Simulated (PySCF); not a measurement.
Hf(OH)3(H) (H4HfO3), SMILES [OH][HfH]([OH])[OH], multiplicity 1.

The structure is a stationary point at B3LYP-D3(BJ)/def2-SVP. The spin state was assumed, not searched. The structure was generated by enumeration; whether it is a known compound was not checked. The def2 effective core potentials stand for the cores of Hf; spin–orbit coupling is left out. One conformer was computed; it need not be the lowest.

All values below come from M06-2X/def2-TZVPD (PySCF).

The molecule is in vacuum.

total energy: -276.21157 hartree
point group: C3v
highest occupied level: -9.09 eV
lowest empty level: -0.18 eV
orbital gap: 8.91 eV
dipole moment: 2.76 D
quadrupole, principal values (traceless, Buckingham form, about the centre of nuclear charge): -8.06, 4.03, 4.03 D·Å
mean static polarisability: 54.4 bohr³ (8.07 Å³)
polarisability, principal values: 53.7, 54.8, 54.8 bohr³
